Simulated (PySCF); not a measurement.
An unknown is described by computed data only.

Formula: C3H7BBrF3O.

* Polarisability: 81.9 au [CAM-B3LYP/def2-SVPD]
* Triplet: lowest triplet excitation (Tamm–Dancoff): 6.65 eV [TDA CAM-B3LYP/def2-SVPD]
* 13C NMR: chemical shifts (computed TMS as zero) by class: 130.1 (1 C), 75.8 (1 C), 67.1 (1 C) ppm [GIAO B3LYP/pcSseg-1]
* 1H NMR: chemical shifts (computed TMS as zero) by class: 4.04 (2 H), 4.02 (3 H), 3.99 (2 H) ppm [GIAO B3LYP/pcSseg-1]
* Rotational structure: rotational constants A, B, C: 2.414, 0.457, 0.434 GHz [PBE0-D3(BJ)/def2-SVP]
* UV, first state: lowest singlet excitation: 6.84 eV (181 nm, f = 0.037) [TDDFT CAM-B3LYP/def2-SVPD]
* UV, strongest line: among the 10 lowest singlet transitions: S3 at 7.29 eV (170 nm, f = 0.064) [TDDFT CAM-B3LYP/def2-SVPD]
* Dipole: 4.10 D [CAM-B3LYP/def2-SVPD]
* NMR, other nuclei: isotropic shieldings of nuclei other than C and H, by class: 84 (1 B), 293 (1 O), 261 (3 F), 2707 (1 Br) ppm [GIAO B3LYP/pcSseg-1]

Gas-phase values; electronic properties from PySCF, density fitting. Levels stand in brackets. The structure is a single PBE0-D3(BJ)/def2-SVP conformer in the gas phase; no vibrational or solvent corrections. Relativistic effects, spin–orbit coupling among them, are left out although an element past zinc is present. NMR values are class means; diastereotopic atoms form classes of their own.

Q: Propose a structure and show how it fits.

A: Numbering: `[CH3:1][O+:2]([BH2-:3][Br:4])[CH2:5][C:6]([F:7])([F:8])[F:9]`. 3 carbons fall into 3 classes; from least to most shielded: CF3 carbon [C6] (130.1 ppm), sp3 carbon bound to oxygen [C5] (75.8 ppm), O-methyl carbon [C1] (67.1 ppm). Hydrogen classes from least to most shielded: 2 H on a four-coordinate boron, B3 (4.04 ppm), 3 H on an O-methyl carbon, C1 (4.02 ppm, a mean of values up to 0.8 ppm apart in this geometry), 2 H on an sp3 carbon bound to oxygen, C5 (3.99 ppm, a mean of values up to 1.2 ppm apart in this geometry). The other shieldings belong to: 84 ppm, four-coordinate boron [B3]; 293 ppm, oxygen bonded to B and 2 C [O2]; 261 ppm, fluorine of a CF3 group [F7/F8/F9]; 2707 ppm, bromine bonded to B [Br4]. The optimised geometry has point group C1 and is an asymmetric top. Structure: `C[O+]([BH2-]Br)CC(F)(F)F`. The assignments are read from this structure; whether some other isomer fits the data as well wasn't checked.

Conformer computed: `[CH3:1][O+:2]([BH2-:3][Br:4])[CH2:5][C:6]([F:7])([F:8])[F:9]`: C1–O2–B3–Br4 -72°, C1–O2–C5–C6 -94°, O2–C5–C6–F7 179°.
